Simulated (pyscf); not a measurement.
[HN–Zr(NH₂)(NH₂)–OH]•, doublet

Gas-phase minimum from PySCF at ωB97X-D3(BJ)/def2-SVP, one conformer. Other isomers of [HN–Zr(NH₂)(NH₂)–OH]• were not searched in full and may lie lower. 

SMILES: [Zr]([NH2])([NH2])([NH])[OH]
```xyz
11

N     -2.0806    -1.5333    -1.3317
Zr    -0.4974    -1.0799    -0.1409
N      1.1657    -1.7663    -1.1150
N     -0.4130     0.9630    -0.1077
O     -0.6127    -1.7625     1.6678
H     -3.0052    -1.7020    -1.7244
H      1.1931    -2.0796    -2.0831
H      2.0781    -1.9440    -0.6985
H      0.1754     1.5467    -0.6989
H     -0.8685     1.5645     0.5770
H     -0.7138    -2.1598     2.5311
```
Charge 0, spin multiplicity 2.

Bonded distances (Å): N1–Zr2 2.032, N1–H6 1.019, Zr2–N3 2.046, Zr2–N4 2.045, Zr2–O5 1.937, N3–H7 1.018, N3–H8 1.019, N4–H9 1.018, N4–H10 1.019, O5–H11 0.956. Angles (°): Zr2–N1–H6 165.9, N1–Zr2–N3 106.2, N1–Zr2–N4 105.3, N1–Zr2–O5 115.0, N3–Zr2–N4 108.0, N3–Zr2–O5 112.0, N4–Zr2–O5 109.8, Zr2–N3–H7 125.3, Zr2–N3–H8 126.3, H7–N3–H8 108.1, Zr2–N4–H9 126.0, Zr2–N4–H10 125.6, H9–N4–H10 108.1, Zr2–O5–H11 175.2.

Properties at ωB97X-D3(BJ)/def2-SVP:

```yaml
harmonic_wavenumbers_unscaled: 109, 130, 153, 158, 161, 214, 239, 324, 333, 372, 458, 468, 475, 494, 501, 639, 648, 671, 718, 1516, 1517, 3576, 3578, 3634, 3665, 3666, 4042 cm⁻¹
zero_point_energy: 46.4 kcal/mol
rotational_symmetry_number: 1
Entropy of this conformer at 298 K and 1 atm, rigid rotor and harmonic oscillator, modes under 100 cm⁻¹ raised to 100: 401.7 J/(mol K)
dipole_moment: 0.90 D
Spin expectation value S2: 0.756
```

Single-point totals, which compare only within one level:

```tsv
level	total energy (hartree)
ωB97X-D3(BJ)/def2-TZVP	-290.45073
PBE/def2-TZVP	-290.09564
r²SCAN/def2-TZVP	-290.25928
B3LYP-D3(BJ)/def2-TZVP	-290.39837
PBE0-D3(BJ)/def2-TZVP	-290.07647
M06-2X/def2-TZVP	-290.15609
ωB97M-D3(BJ)/def2-TZVP	-290.37360
```

Soft torsions are taken as harmonic, which can shift the entropy by several J/(mol K). Open-shell species with a d-block atom are single-reference here; other states, and whether the spin sits on metal or ligand, were not checked. Elements past Kr carry the def2 core potentials, without spin-orbit coupling.
